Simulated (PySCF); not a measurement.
Potential energy curve for SMILES [Li][CH3] (CH3Li), singlet. The C1–Li5 bond (C1 also carries H, H, H; Li5 carries nothing else) is varied alone, starting from the PBE0/def2-TZVP optimised geometry.

- RKS-M06-2X/6-31G* = restricted M06-2X/6-31G*, spherical d (PySCF)
- UKS-B3LYP/6-31G* = unrestricted B3LYP/6-31G*, spherical d in PySCF
- RMP2/6-31G* = restricted MP2 (frozen core)/6-31G*, spherical d in PySCF 2.14.0
- UCCSD(T) = CCSD(T) on UHF/cc-pVDZ, 1 core orbital frozen run with PySCF

Energies relative to the lowest point of each curve near equilibrium, in kJ/mol; the last columns give the difference from UCCSD(T):

```
R / Å  RKS-M06-2X/6-31G*  UKS-B3LYP/6-31G*  RMP2/6-31G*  UCCSD(T)  RKS-M06-2X/6-31G* − UCCSD(T)  UKS-B3LYP/6-31G* − UCCSD(T)  RMP2/6-31G* − UCCSD(T)
-----  -----------------  ----------------  -----------  --------  ----------------------------  ---------------------------  ----------------------
1.46               196.8             193.8        203.9     193.9                           2.9                          0.0                    10.0
1.57               102.4             101.2        108.7     103.0                          -0.6                         -1.8                     5.7
1.67                49.9              49.6         55.3      52.3                          -2.4                         -2.8                     3.0
1.78                17.3              17.3         21.2      20.3                          -3.0                         -3.0                     0.9
1.85                 6.3               6.5          9.1       8.9                          -2.6                         -2.4                     0.2
1.89                 2.6               2.8          4.6       4.7                          -2.1                         -1.9                    -0.1
1.96                 0.0               0.0          0.5       0.7                          -0.7                         -0.7                    -0.2
2.02                 0.8               0.6          0.0       0.0                           0.8                          0.6                     0.0
2.06                 2.6               2.2          0.9       0.7                           1.9                          1.5                     0.2
2.17                11.6              10.5          7.7       6.5                           5.1                          4.0                     1.2
2.29                26.2              24.0         20.2      17.5                           8.6                          6.4                     2.6
2.41                43.8              40.3         36.0      31.8                          11.9                          8.5                     4.2
2.62                77.9              71.6         67.7      62.7                          15.2                          8.9                     5.0
2.93               129.0             117.8        115.6     108.7                          20.4                          9.1                     7.0
3.28               181.7             159.2        164.7     152.2                          29.5                          7.0                    12.5
3.55               217.8             181.1        197.0     178.0                          39.8                          3.1                    19.0
3.94               262.7             202.3        234.8     199.1                          63.6                          3.2                    35.7
4.37               303.4             216.1        264.4     208.0                          95.4                          8.1                    56.4
4.81               336.1             224.0        281.9     211.3                         124.8                         12.7                    70.7
5.35               366.6             228.9        286.6     212.9                         153.7                         16.0                    73.7
5.87               389.0             231.0        274.8     213.5                         175.4                         17.5                    61.3
6.88               416.5             232.4        219.7     214.1                         202.4                         18.3                     5.6
```

RKS-M06-2X/6-31G* is furthest from UCCSD(T) at 6.88 (202.4 kJ/mol, above); its mean absolute difference over the points is 43.8 kJ/mol.

UKS-B3LYP/6-31G* is furthest from UCCSD(T) at 6.88 (18.3 kJ/mol, above); its mean absolute difference over the points is 6.3 kJ/mol.

RMP2/6-31G* is furthest from UCCSD(T) at 5.35 (73.7 kJ/mol, above); its mean absolute difference over the points is 17.1 kJ/mol.

The restricted form behind RKS-M06-2X/6-31G*, RMP2/6-31G* keeps the bonding electrons paired and can't separate into open-shell fragments. The unrestricted determinant behind UKS-B3LYP/6-31G* is spin-contaminated at 3.28 to 6.88 Å (<S²> up to 1.0, against 0.00 for a pure singlet). The unrestricted determinant behind UCCSD(T) is spin-contaminated at 2.62 to 6.88 Å (<S²> up to 1.0, against 0.00 for a pure singlet).
